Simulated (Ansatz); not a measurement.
The cluster Pb₃SeBr₄. Total charge 0; singlet. Geometry PBE-D4/def2-SVP; atoms count from 1.

```xyz
8

Pb   -0.805   -1.365   -0.278
Pb   -0.560    2.163    1.542
Pb    2.172    1.109   -1.193
Se    1.267    0.066    1.240
Br    1.411   -1.184   -2.534
Br   -2.684    0.395    1.566
Br   -0.406   -3.675    1.010
Br   -0.394    2.492   -1.353
```

In the def2 sets Pb takes a core potential; there is no spin–orbit coupling. Another isomer (singlet) lies 0.22 eV lower at PBE0-D4/def2-TZVP; other spin states weren't run for this one.

Question: Estimate the Mulliken populations from the PBE0/def2-TZVP orbitals of Ansatz.

Answer: 
```csv
atom,charge (e)
Pb1,0.77
Pb2,0.69
Pb3,0.69
Se4,-0.50
Br5,-0.41
Br6,-0.41
Br7,-0.44
Br8,-0.39
```
Mulliken values depend strongly on the basis.

Question: And the Mayer bond orders between heavy atoms (over 0.3)?

Answer: Pb1–Se4 0.55 (2.94 Å); Pb1–Br7 0.91 (2.67 Å); Pb2–Se4 0.81 (2.80 Å); Pb2–Br6 0.72 (2.76 Å); Pb2–Br8 0.50 (2.92 Å); Pb3–Se4 0.81 (2.80 Å); Pb3–Br5 0.72 (2.76 Å); Pb3–Br8 0.50 (2.92 Å).
